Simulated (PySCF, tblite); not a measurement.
Isomers of C5H7ClO2. Computed values, GFN2-xTB/tblite, gas phase, harmonic and unscaled. Against measured fundamentals such values can be off by several per cent, at times by over 20. One conformer each.

Electronic energies: PBE0/pcSseg-1 single points on the GFN2-xTB geometries (PySCF, gas phase).

```json
{"SMILES": "COC1=C(Cl)OCC1", "electronic energy, lowest = 0 (kJ/mol)": "124.0"}
{"SMILES": "C/C=C(/OC)C(=O)Cl", "electronic energy, lowest = 0 (kJ/mol)": "51.9"}
{"SMILES": "CO/C=C(/C)C(=O)Cl", "electronic energy, lowest = 0 (kJ/mol)": "37.9"}
{"SMILES": "COC(=O)/C(C)=C\\Cl", "electronic energy, lowest = 0 (kJ/mol)": "4.6"}
{"SMILES": "C=C(Cl)C(=O)OCC", "electronic energy, lowest = 0 (kJ/mol)": "0.0"}
{"SMILES": "CO[C@@H]1C[C@@H]1C(=O)Cl", "electronic energy, lowest = 0 (kJ/mol)": "74.0"}
```

**Question.** How do GFN2-xTB zero-point energies change the relative energies?

**Answer.** 
| SMILES | ZPE (kJ/mol) | of it from modes above 1550 cm⁻¹ | electronic (kJ/mol) | with ZPE, lowest = 0 (kJ/mol) | lowest mode (cm⁻¹) | rings |
| --- | --- | --- | --- | --- | --- | --- |
| C=C(Cl)C(=O)OCC | 290.3 | 147.7 | 0.0 | 0.0 | 16 | 0 |
| COC(=O)/C(C)=C\Cl | 289.8 | 146.8 | 4.6 | 4.1 | 32 | 0 |
| CO/C=C(/C)C(=O)Cl | 289.8 | 146.2 | 37.9 | 37.4 | 40 | 0 |
| C/C=C(/OC)C(=O)Cl | 289.6 | 146.4 | 51.9 | 51.3 | 36 | 0 |
| CO[C@@H]1C[C@@H]1C(=O)Cl | 291.9 | 137.3 | 74.0 | 75.6 | 36 | 1 |
| COC1=C(Cl)OCC1 | 295.4 | 134.9 | 124.0 | 129.0 | 58 | 1 |

The zero-point energies span 5.8 kJ/mol, from `C/C=C(/OC)C(=O)Cl` to `COC1=C(Cl)OCC1`. The order is unchanged.

**Question.** And how do the electronic energies of GFN2-xTB itself compare?

**Answer.** `C=C(Cl)C(=O)OCC` 7.9; `COC(=O)/C(C)=C\Cl` 0.0; `CO/C=C(/C)C(=O)Cl` 22.5; `C/C=C(/OC)C(=O)Cl` 36.7; `CO[C@@H]1C[C@@H]1C(=O)Cl` 45.9; `COC1=C(Cl)OCC1` 12.1 kJ/mol, lowest = 0. Against the energies above, taken from the same isomer `C=C(Cl)C(=O)OCC`, the largest difference is 119.8 kJ/mol.
